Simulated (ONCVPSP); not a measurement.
**Ca (Z = 20): one change to an ONCV potential, before and after**

```json
{"Element": "calcium", "Generator": "ONCVPSP 4.0.1", "Type": "optimised norm-conserving Vanderbilt (ONCV)", "Functional": "LDA (Perdew-Zunger)", "Relativity": "fully relativistic", "Frozen core": "[Ne]", "Valence charge": "10", "Reference configuration": "3s2 3p6 4s2", "Partial waves": "3s+4s: rc 1.85 bohr, ncon 4, nbas 8, qcut 5.9 1/bohr, 2 projectors; 3p: rc 2.00 bohr, ncon 3, nbas 8, qcut 6.3 1/bohr, 2 projectors, debl 2.9 Ha; d scattering state at 0.41 Ha: rc 1.80 bohr, ncon 4, nbas 8, qcut 5.9 1/bohr, 2 projectors, debl 2.9 Ha", "Local potential": "polynomial inside 1.20 bohr (lpopt 5, dvloc0 0 Ha)", "Core correction": "none"}
```

Open shells are filled in proportion to 2j + 1.

In the d channel the program set the typed energies aside and used -0.078, 2.822 Ha (j = l + 1/2; the other j can differ).

Change: p: qcut 7.

Cutoffs: the cutoffs (Ha) at which the residual kinetic energy of the hardest occupied pseudo-wave falls to 1 and 0.1 mHa per electron; they do not see the model core or the augmentation charge, which bear on the density cutoff. Errors are all-electron minus pseudo energies relative to the spin-unpolarised reference configuration.

Task: How do hardness, ghosts and transferability respond?

Result: The potential gets harder (13 Ha and 16 Ha → 14 Ha and 17 Ha); the errors of the 4 common tests hardly move; neither file shows a bound ghost. The waves are optimised to have the least kinetic energy above qcut, so the cutoff follows it (qcut²/2 in Ha).

| quantity | base | changed |
| --- | --- | --- |
| cutoff, loose | 13 Ha | 14 Ha |
| cutoff, tight | 16 Ha | 17 Ha |
| loose cutoff by channel | s 12 Ha, p 13 Ha | s 12 Ha, p 14 Ha |
| bound ghosts | none | none |
| GHOST(+) flags under 300 eV | none | none |
| error for 3s2 3p6 4s1, meV [ΔE 6.46 eV] | -0.1 | -0.1 |
| error for 3s2 3p6 4s0, meV [ΔE 18.41 eV] | -1.3 | -1.2 |
| error for 3s2 3p6 4s1.5, meV [ΔE 2.57 eV] | 0.0 | 0.0 |
| error for 3s2 3p6 3d1 4s1, meV [ΔE 2.24 eV] | +8.4 | +8.7 |
| s: phases at 1.88 bohr within 0.05 rad from the reference energy up to (Ha; the scan ends near 5) | to the end of the scan | to the end of the scan |
| p3/2: phases at 2.03 bohr within 0.05 rad from the reference energy up to (Ha; the scan ends near 5) | to the end of the scan | to the end of the scan |
| p1/2: phases at 2.03 bohr within 0.05 rad from the reference energy up to (Ha; the scan ends near 5) | to the end of the scan | to the end of the scan |
| d5/2: phases at 1.83 bohr within 0.05 rad from the reference energy up to (Ha; the scan ends near 5) | to the end of the scan | to the end of the scan |
| d3/2: phases at 1.83 bohr within 0.05 rad from the reference energy up to (Ha; the scan ends near 5) | to the end of the scan | to the end of the scan |

Base: The cutoffs count occupied waves only; projector 2 of the d channel, the hardest unoccupied one, needs 85 Ha at the loose tolerance. Changed file: The cutoffs count occupied waves only; projector 2 of the d channel, the hardest unoccupied one, needs 85 Ha at the loose tolerance.
